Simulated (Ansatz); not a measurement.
Nb2(NH2)10 (Nb2N10H20), relaxed as a singlet with RKS r2SCAN-D4/def2-SVP in Ansatz, starting from the GFN2-xTB geometry. Force threshold 0.03 eV/Å.

In the def2 sets Nb takes a core potential; there is no spin–orbit coupling. The relaxation made no stability test and no search for a lower SCF solution.

Start:

```xyz
32

Nb   -0.873   -0.997    1.026
N    -2.302    0.407    0.925
N     0.868   -1.958    1.317
N    -1.388   -1.356    2.957
N    -2.000   -2.617    0.547
N    -0.505   -0.902   -1.223
Nb    0.875    0.996   -1.028
N     1.395    1.349   -2.958
N     1.976    2.635   -0.551
N     2.314   -0.396   -0.917
N    -0.873    1.942   -1.323
N     0.516    0.894    1.223
H    -2.153    1.408    0.834
H    -3.311    0.266    0.970
H     1.758   -1.567    1.615
H     1.029   -2.951    1.156
H    -0.951   -2.041    3.572
H    -2.237   -1.035    3.420
H    -2.530   -3.210    1.185
H    -2.151   -2.979   -0.395
H    -0.020   -1.695   -1.640
H    -1.329   -0.735   -1.798
H     0.958    2.030   -3.578
H     2.250    1.033   -3.415
H     2.116    3.004    0.389
H     2.497    3.235   -1.190
H     2.173   -1.397   -0.807
H     3.322   -0.249   -0.972
H    -1.762    1.541   -1.608
H    -1.041    2.936   -1.172
H     0.038    1.687    1.648
H     1.343    0.719    1.791
```

Task: Estimate the energy that the relaxation releases and the steps that it takes.

Result: 53.8 kJ/mol, in 8 steps; 70 s on 4 threads of Intel Xeon Platinum 8488C on a shared host. No frequencies were taken in this run, so the end may be a saddle point.

Task: Does the start keep its bonding and symmetry?

Result: By distances, no bond broke or formed. The bond that changes most is N6–Nb7, from 2.35 to 2.24 Å (atoms count from 1). Point group Ci at the start, C2h at the end, both within 0.05 Å; within 0.015 Å the end is Cs.

Task: Predict the relaxed structure.

Result: 
```xyz
32

Nb   -0.902   -1.023    1.157
N    -2.264    0.468    1.010
N     0.911   -1.888    1.408
N    -1.414   -1.390    3.061
N    -1.958   -2.571    0.438
N    -0.436   -0.770   -1.084
Nb    0.904    1.023   -1.163
N     1.415    1.390   -3.066
N     1.958    2.573   -0.443
N     2.264   -0.468   -1.009
N    -0.911    1.887   -1.407
N     0.437    0.770    1.079
H    -2.135    1.475    0.943
H    -3.241    0.246    0.819
H     1.840   -1.474    1.446
H     1.003   -2.902    1.344
H    -0.910   -2.006    3.697
H    -2.238   -1.017    3.530
H    -2.500   -3.205    1.023
H    -2.045   -2.854   -0.536
H     0.029   -1.586   -1.489
H    -1.275   -0.621   -1.650
H     0.910    2.005   -3.702
H     2.239    1.017   -3.535
H     2.040    2.855    0.532
H     2.500    3.208   -1.026
H     2.132   -1.474   -0.929
H     3.239   -0.245   -0.809
H    -1.840    1.472   -1.430
H    -1.002    2.901   -1.339
H    -0.027    1.585    1.485
H     1.276    0.619    1.644
```
Bond lengths (bridged metal pairs left out): 12 × N–Nb 2.00 to 2.30 Å; 20 × H–N 1.02 Å.
